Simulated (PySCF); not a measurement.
H2MgOSe (SMILES [OH][Mg][SeH]), singlet, at a GFN2-xTB geometry (such geometries of metal compounds can be far from the true shape).

Here is a job for PySCF.
```python
from pyscf import gto, scf, tdscf

mol = gto.M(
    atom='''
Mg    0.89902120   -0.75009780   -0.18099896
O     2.15563891   -1.84660381   -0.35303935
H     2.86421580   -2.46853817   -0.44391491
Se   -0.87419050    0.76397967    0.11770526
H    -1.17510445    0.26723355    1.43823832
''',
    basis='6-31g',
    verbose=4,
)

mf = scf.RHF(mol)
mf.kernel()
td = mf.TDA()
td.nstates = 5
td.kernel()
td.analyze()
```

**Question.** What does this run give for the lowest excitation energy found, HOMO-LUMO gap?

**Answer.** 
- lowest excitation energy found = 5.20 eV
- HOMO-LUMO gap = 10.42 eV
